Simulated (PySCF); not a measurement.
An unknown is described by computed data only.

Elements present: C, F, H and O. Monoisotopic mass: 178.0417 u.

| Quantity | Value |
| --- | --- |
| 13C NMR | chemical shifts (computed TMS as zero) by class: 129.1 (1 C), 124.0 (1 C), 84.6 (1 C), 62.1 (1 C), 18.7 (1 C) ppm [GIAO PBE0/pcSseg-1] |
| Dipole | 2.50 D [PBE0/pcSseg-1] |
| 1H NMR | chemical shifts (computed TMS as zero) by class: 3.72 (1 H), 3.68 (3 H), 1.51 (3 H) ppm [GIAO PBE0/pcSseg-1] |
| Rotational structure | rotational constants A, B, C: 1.386, 1.006, 0.907 GHz [GFN2-xTB] |
| NMR, other nuclei | isotropic shieldings of nuclei other than C and H, by class: 305 (1 O), 266 (3 F), 296 (1 F), 306 (1 F) ppm [GIAO PBE0/pcSseg-1] |

The electronic properties come from PySCF, for the isolated species, density fitting. Levels stand in brackets. Geometry: GFN2-xTB, one conformer, isolated molecule. NMR values are class means; diastereotopic atoms form classes of their own.

Question: Which formula fits the mass and the elements?

Answer: C5H7F5O (calculated 178.0417). No other formula that holds each of these elements comes within 0.0003 u with a fitting electron parity and a possible valence count.

Question: What is the compound? Reason from the data.

Answer: Numbering: `[CH3:1][O:2][C@H:3]([CH3:4])[C:5]([F:6])([F:7])[C:8]([F:9])([F:10])[F:11]`. Its formula, C5H7F5O, gives 0 degrees of unsaturation, so no ring and no π bond. 5 carbons fall into 5 classes; from least to most shielded: CF3 carbon [C8] (129.1 ppm), CF2 carbon [C5] (124.0 ppm), sp3 carbon bound to oxygen [C3] (84.6 ppm), methoxy carbon [C1] (62.1 ppm), methyl carbon [C4] (18.7 ppm). Hydrogen classes from least to most shielded: 1 H on an sp3 carbon bound to oxygen, C3 (3.72 ppm), 3 H on a methoxy carbon, C1 (3.68 ppm, a mean of values up to 0.6 ppm apart in this geometry), 3 H on a methyl carbon, C4 (1.51 ppm). The other shieldings belong to: 305 ppm, ether oxygen [O2]; 266 ppm, fluorine of a CF3 group [F9/F10/F11]; 296 ppm, fluorine of a CF2 group [F6]; 306 ppm, fluorine of a CF2 group [F7]. The optimised geometry has point group C1 and is an asymmetric top. Structure: `CO[C@H](C)C(F)(F)C(F)(F)F`. Computed isomers that give other values at the same levels: `FC[C@H](F)OCCC(F)(F)F` (13C chemical shifts (computed TMS as zero) by class: 134.3 (1 C), 116.6 (1 C), 89.0 (1 C), 67.8 (1 C), 39.0 (1 C) ppm). The assignments are read from this structure; whether some other isomer fits the data as well wasn't checked. The mirror image fits equally.

Shape of the structure used: `[CH3:1][O:2][C@H:3]([CH3:4])[C:5]([F:6])([F:7])[C:8]([F:9])([F:10])[F:11]`: C1–O2–C3–C4 -155°, O2–C3–C5–F6 -81°, C3–C5–C8–F9 -72°.
